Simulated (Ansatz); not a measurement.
Frontier orbitals of CH6ClNSi2 (`N=C(Cl)[SiH2][SiH3]`).

```xyz
11

N    -2.2008   -1.1827    0.9364
C    -1.3327   -0.2814    0.9103
Cl   -0.7847    0.3748    2.4519
Si   -0.4311    0.5209   -0.5539
Si    1.8659    0.1089   -0.3761
H    -2.4376   -1.4838   -0.0089
H    -0.7257    1.9763   -0.5334
H    -1.0100   -0.0896   -1.7829
H     2.0915   -1.3513   -0.2164
H     2.4259    0.8344    0.7911
H     2.5394    0.5734   -1.6181
```

Total charge 0; spin multiplicity 1. The geometry is a stationary point of PBE0-D4/def2-TZVP. It is one conformer, not always the lowest. Basis def2-TZVPP, Ansatz.

| functional | HOMO (eV) | LUMO (eV) |
| --- | --- | --- |
| CAM-B3LYP | -9.28 | -0.08 |

**Question.** Give HOMO and LUMO (eV) with LDA (SPW92), PBE, revPBE, BLYP, r2SCAN, B97M-V, PBE0, B3LYP, r2SCANh, r2SCAN0, HSE06 (plane-wave form), BHLYP, LC-ωPBE, ωB97X-V, ωB97M-V, HF. (Best estimate.)

**Answer.** The calculation gave: 
| functional | HOMO | LUMO |
| --- | --- | --- |
| LDA (SPW92) | -6.68 | -2.49 |
| PBE | -6.56 | -2.27 |
| revPBE | -6.51 | -2.18 |
| BLYP | -6.44 | -2.10 |
| r2SCAN | -6.86 | -2.13 |
| B97M-V | -7.03 | -2.11 |
| PBE0 | -7.92 | -1.28 |
| B3LYP | -7.70 | -1.47 |
| r2SCANh | -7.36 | -1.76 |
| r2SCAN0 | -8.12 | -1.21 |
| HSE06 (plane-wave form) | -7.52 | -1.66 |
| BHLYP | -9.19 | -0.12 |
| LC-ωPBE | -10.60 | 1.04 |
| ωB97X-V | -10.27 | 0.98 |
| ωB97M-V | -10.13 | 0.87 |
| HF | -11.09 | 2.57 |

B3LYP here is the variant with VWN-RPA as its local correlation; programs differ in this. LC-ωPBE has ω = 0.4 bohr⁻¹. Positive LUMOs are unbound and depend on the basis.
